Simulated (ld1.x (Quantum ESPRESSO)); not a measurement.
Scattering properties, ultrasoft potential for rhenium (Re)

| Quantity | Value |
| --- | --- |
| Element | rhenium |
| Generator | ld1.x (Quantum ESPRESSO) 7.5 |
| Type | ultrasoft |
| Functional | LDA (PZ) |
| Relativity | scalar-relativistic |
| Frozen core | [Xe] 4f14 |
| Valence charge | 7 |
| Reference configuration | 5d6 6s1 6p0 |
| Partial waves | 6s (bound): rcut 2.20, rcutus 2.85 bohr; 6s channel at -0.1 Ry: rcut 2.20, rcutus 2.85 bohr; 6p (bound, empty): rcut 3.65, rcutus 3.85 bohr; 6p channel at 4.45 Ry: rcut 3.65, rcutus 3.85 bohr; 5d (bound): rcut 2.15, rcutus 2.70 bohr; 5d channel at 0.35 Ry: rcut 2.15, rcutus 2.70 bohr |
| Local potential | all-electron potential smoothed inside 3.05 bohr (lloc = -1) |
| Core correction | none |
| Augmentation charge | PSQ, inside the norm-conserving radii |

The phase is arctan(r·u′/u) with u = r·R(r), unwrapped; energies in Ry, scanned from -2 to 5 Ry. A pole is an energy at which the radial function vanishes at the test radius. The pseudo phase is shifted by a multiple of π to meet the all-electron one at the reference energy, and phase errors are pseudo minus all-electron; the curves can meet again beyond the range given. Levels narrower than the energy grid can be missing from the lists of poles.

Question: For each channel, where are the poles, and over which energies does the pseudopotential scatter like the atom?

Answer:

```
channel  radius (bohr)  reference energy (Ry)  poles, all-electron      poles, pseudo  unbroken range about the reference energy with phases within 0.05 rad  phase error 1 Ry above the reference energy (rad)
      s           4.22                  -0.41          -0.13, 2.75  -0.13, 2.60, 3.55                                                              below 2.9                                             -0.000
      p           4.22                  -0.09           0.57, 3.70         0.54, 3.65                                                              below 1.2                                             -0.025
      d           4.22                  -0.31          -0.25, 1.85        -0.25, 1.85                                                              below 3.3                                             -0.000
```

Phases in the p channel:

| E (Ry) | all-electron | pseudo |
| --- | --- | --- |
| -2.00 | 1.392 | 1.390 |
| -1.52 | 1.360 | 1.358 |
| -1.04 | 1.301 | 1.299 |
| -0.56 | 1.143 | 1.140 |
| -0.08 | -0.329 | -0.329 |
| 0.40 | -1.491 | -1.500 |
| 0.88 | -1.669 | -1.692 |
| 1.36 | -1.842 | -1.930 |
| 1.84 | -2.658 | -3.516 |
| 2.32 | -4.359 | -4.461 |
| 2.80 | -4.586 | -4.612 |
| 3.28 | -4.668 | -4.678 |
| 3.76 | -4.718 | -4.722 |
| 4.24 | -4.762 | -4.763 |
| 4.72 | -4.816 | -4.817 |
